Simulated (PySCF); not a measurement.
These 3 structures share the formula C2H8SeSi. Level of theory: PBE0-D3(BJ)/def2-SVP geometry optimisation, gas phase (PySCF). One conformer each; no zero-point energy, no entropy. No frequencies were run at this level. Point groups hold within 0.08 Å.

Question: Order them by energy at this level, lowest first, and give relative energies in kcal/mol.
A. `[CH3:1][CH2:2][SiH2:3][SeH:4]` with C1–C2–Si3–Se4 179°, C2–Si3–Se4–H -65°
B. `[CH3:1][SiH:2]([CH3:3])[SeH:4]` with C1–Si2–Se4–H -62°
C. `[CH3:1][CH2:2][Se:3][SiH3:4]` with C1–C2–Se3–Si4 -72°

Answer: B (0.0), A (11.9), C (21.7).

As drawn, the lowest has an Si–C bond, which the highest lacks.

```json
{"SMILES": "C[SiH](C)[SeH]", "E (Eh)": "-2771.18065", "E rel (kcal/mol)": "0.0", "dipole (D)": "2.05", "point group": "–", "A, B, C (MHz)": "5288, 1828, 1487"}
{"SMILES": "CC[SiH2][SeH]", "E (Eh)": "-2771.16163", "E rel (kcal/mol)": "11.9", "dipole (D)": "1.77", "point group": "–", "A, B, C (MHz)": "13142, 1181, 1122"}
{"SMILES": "CC[Se][SiH3]", "E (Eh)": "-2771.14600", "E rel (kcal/mol)": "21.7", "dipole (D)": "1.52", "point group": "C1", "A, B, C (MHz)": "4244, 2549, 1754"}
```
